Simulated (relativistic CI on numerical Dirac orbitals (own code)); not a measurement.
Forbidden transitions in Br21+

Computed by Dirac-Coulomb-Breit CI, separate exchange-only KLI orbitals for each configuration, a model potential for QED, unscaled Slater integrals (own radial code, finite nucleus).

CI space (outside the closed core [Ne]): 3s2.3p2, 3s.3p3, 3s2.3p.3d, 3p4, 3s.3p2.3d, 3p3.3d, 3s.3p.3d2, 3s2.3d.4p, 3p3.4s, 3s2.3p.4s, 3s.3p.3d.4s, 3p3.4p, 3s2.3p.4p, 3s2.3d2, 3s.3d3, 3p2.3d2, 3p.3d3, 3p.3d2.4s, 3p.3d2.4p, 3s2.3d.4s, 3s.3d2.4s. Double excitations out of closed p, d and f shells are left out; levels of such configurations are missing from the list, as are those of other unlisted configurations, and high levels can miss mixing partners.

```
λ vac (Å)                 Lower                 Upper  Type   A (s⁻¹)  E lower (cm⁻¹)  E upper (cm⁻¹)
   150.90      3s2.3p2 1D_2 [4]  3s2.3p.3d 3F°_4 [17]    M2  1.90e+02          163755          826446
   252.94      3s.3p3 5S°_2 [6]  3s2.3p.3d 3F°_4 [17]    E2  9.87e+01          431096          826446
   355.71      3s.3p3 3D°_2 [8]  3s2.3p.3d 3F°_4 [17]    E2  9.55e+01          545318          826446
   387.07      3s.3p3 3D°_3 [9]  3s2.3p.3d 3F°_4 [17]    M1  4.50e+02          568096          826446
   571.30      3s2.3p2 3P_1 [2]      3s2.3p2 1S_0 [5]    M1  3.70e+04           57334          232374
   939.67      3s2.3p2 3P_1 [2]      3s2.3p2 1D_2 [4]    M1  5.82e+03           57334          163755
   1235.9      3s2.3p2 3P_2 [3]      3s2.3p2 1D_2 [4]    M1  4.93e+03           82844          163755
   1744.2      3s2.3p2 3P_0 [1]      3s2.3p2 3P_1 [2]    M1  2.95e+03               0           57334
   1908.0  3s2.3p.3d 3F°_3 [16]  3s2.3p.3d 3F°_4 [17]    M1  2.75e+03          774034          826446
   3920.0      3s2.3p2 3P_1 [2]      3s2.3p2 3P_2 [3]    M1  1.43e+02           57334           82844
```

Terms are leading LS components. Brackets give the number of a level in order of energy, since labels repeat. The list gives strong lines, with weight on those to low levels, among the lowest 200 of 976 levels, so that lines to higher ones, which can be the strongest, are missing. Levels whose partners in the same complex of configurations lie outside the list can be far off, and so can their lines. Rates are taken at the computed energies, electric ones in the length gauge.

At this charge energies of transitions that change n are usually good to better than 1 %, and those within a shell (Δn = 0) to a few per cent.

Problem. From the table, what is the radiative lifetime of 3s2.3p.3d 3F°_4?

Solution. The listed rates from this level add up to about 3.58e+03 s⁻¹, 98 % of its decay; with all channels τ = 2.75e-04 s.

LS names give the leading component of a level, which can be under half, so a name can repeat, a term be missing and a line seem to break the LS rules.
